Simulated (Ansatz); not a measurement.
`[F][GeH]([F])[GeH3]` + H₂O → `[OH][GeH]([F])[F]` + GeH₄ at 700 K and 1 bar (formal hydrolysis of a Ge–Ge bond).

Isolated molecules relaxed with PBE0-D4/def2-TZVP in Ansatz; ΔE leaves out vibrations. CBS: MP2 limit from def2 TZ/QZ plus the TZ coupled-cluster correction, frozen cores. This one scheme is used for every species. For Ge outer-core shells are correlated without core-valence functions, which leaves a few kJ/mol of doubt a bond. Scalar relativity is left out up to krypton. Each species was taken in one conformer, which may not be the lowest.

```json
{"species": "`[F][GeH]([F])[GeH3]`", "CCSD(T)/CBS energy (Eh)": "-4354.28742", "H − E (kJ/mol)": "167.4", "S (J/(mol·K))": "468.9"}
{"species": "H₂O", "CCSD(T)/CBS energy (Eh)": "-76.37941", "H − E (kJ/mol)": "80.5", "S (J/(mol·K))": "218.4"}
{"species": "`[OH][GeH]([F])[F]`", "CCSD(T)/CBS energy (Eh)": "-2352.17909", "H − E (kJ/mol)": "126.0", "S (J/(mol·K))": "396.0"}
{"species": "GeH₄", "CCSD(T)/CBS energy (Eh)": "-2078.49493", "H − E (kJ/mol)": "112.9", "S (J/(mol·K))": "267.3"}
```

H − E and S are ideal-gas, rigid-rotor, harmonic terms from PBE0-D4/def2-TZVP, for one conformer and one mirror image of each species. 1 Eh = 2625.50 kJ/mol, R = 8.31446 J/(mol·K).

Question: By hand: ΔE, ΔH, ΔS and ΔG.

Answer: ΔE = (-2352.17909) + (-2078.49493) − (-4354.28742) − (-76.37941) = -0.00719 Eh = -18.9 kJ/mol. Δ(H − E) = 126.0 + 112.9 − 167.4 − 80.5 = -9.0, so ΔH = -27.9 kJ/mol. ΔS = 396.0 + 267.3 − 468.9 − 218.4 = -24.0 J/(mol·K). ΔG = -27.9 − 700 × (-24.0)/1000 = -11.1 kJ/mol.

Question: By hand: the equilibrium constant, and the temperature at which ΔG would vanish if ΔH and ΔS stayed fixed.

Answer: log₁₀ K = −ΔG/(RT ln 10) = 0.8. ΔG = 0 at ΔH/ΔS = 1162 K.

TΔS isn't small against ΔH here. A doubt of 5 kJ/mol in ΔE shifts log₁₀ K by 0.4 here. Other conformers and mirror images would add mixing entropy, several J/(mol·K) or more a flexible species. These are equilibria of isolated gas molecules and say nothing of rates. Largest T1 diagnostic: 0.012 (customary marks: 0.02 for closed shells, 0.045 for open ones).
